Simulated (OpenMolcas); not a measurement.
Tc5+ with 4 ligands (fluoride) in tetrahedral coordination (Td) at 1.78 Å. Ligand basis ANO-RCC-VDZP.

```
Program             : OpenMolcas 26.06
Method              : SS-CASPT2, IPEA 0.25 Eh, imaginary shift 0.1 Eh (closed shells correlated: 4s 4p and the ligand valence shells)
Basis               : ANO-RCC-VDZP [6s5p3d1f]
Scalar Hamiltonian  : DKH2, point nucleus
Active space        : 2 electrons in 5 orbitals (4d)
State averaging     : 2S+1 = 3 even, 10 roots; 2S+1 = 1 even, 15 roots
Spin-orbit coupling : state interaction with AMFI integrals over the reference wave functions
```

Q: What is the spin-free ground state (labels of Td)?

A: 3A2, 1-fold in its orbital part; it has the highest spin that d2 allows.

Q: Where is the first state of the same spin?

A: 3T2 at 17400 cm-1 above the ground state.

Q: What are the lowest two levels with spin-orbit coupling?

A: A 3-fold level, then a 2-fold level 7070 cm-1 above it. Their leading multiplicities are 3 (100 %) and 1 (98 %).

Q: What is χT at 300 K, and how does it compare with the textbook value?

A: The lowest level has 2S+1 = 3, for which the spin-only value is χT = S(S+1) / 2 = 1.000 cm3 K/mol (g = 2). The computed 0.887 at 300 K differs by -0.113, through orbital momentum, spin-orbit coupling and any other state in reach.

Roots that are degenerate in the reference are averaged as groups; the widest CASPT2 spread within a group is 860 cm-1 (the 3-fold group of multiplicity 1 near 24800 cm-1 above the lowest state of its run). Shifts and gaps below about the spread of the groups concerned are not significant. Over all roots computed the reference weight is 0.69 to 0.72; a low but even weight reflects the number of correlated electrons. The least metal-like active orbital is 68 % on the metal (Löwdin) and no ligand orbital is active, so the numbers are rough. Ligand-to-metal charge-transfer states are missing. These CASPT2 states fit no ligand-field parameters well, so their order and spin gaps are uncertain. With no ligand orbital active B as a rule stays too high, so bands that hang on it stand too high and its fall with covalency is understated. With one d shell and no ligand orbital active, 10Dq can be off by a tenth or more. No measured value stands beside these numbers; the geometry was imposed, not optimised, and the real ion may take another.
